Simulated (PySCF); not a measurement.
# [BiCl4]− at several levels of theory

Computed with PySCF 2.14.0 (density fitting, no spin-orbit coupling) at the geometry relaxed with BP86:

```xyz
5
[BiCl4]− (singlet)
Bi    0.0000    0.0000    0.0000
Cl    1.5209    1.5209    1.5209
Cl   -1.5209   -1.5209    1.5209
Cl    1.5209   -1.5209   -1.5209
Cl   -1.5209    1.5209   -1.5209
```

```
level                                  basis    state  HOMO (eV)  gap (eV)  charge on Bi1 (e)  dipole about the centre of mass (D)  largest force component (eV/Å)
 BP86    Bi def2-SVP with ECP60, Cl def2-SVP  singlet      -2.13      3.81               0.81                                 0.00                            0.01
M06-L                               the same  singlet      -2.42      4.26               1.12                                 0.00                            0.00
 BP86  Bi def2-TZVP with ECP60, Cl def2-TZVP  singlet      -2.73      3.83               1.03                                 0.00                            0.08
 BP86           Bi x2c-SVPall, Cl x2c-SVPall  singlet      -2.11      3.78               0.81                                 0.00                            0.04
```

Charges are Mulliken's, which hang on the basis. The relaxation used the grid (50, 194), these runs (75, 302) or, all-electron (x2c bases, spin-free X2C Hamiltonian), (99, 590).

**Question.** A further run in the first row's basis gives HOMO (eV) -1.74, gap (eV) 3.78, charge on Bi1 (e) 0.80, dipole about the centre of mass (D) 0.00, largest force component (eV/Å) 0.12. Which level was it?
A. BLYP
B. TPSS
C. PBE

**Answer.** A. The others give HOMO -2.02 eV (PBE); -2.18 eV (TPSS).
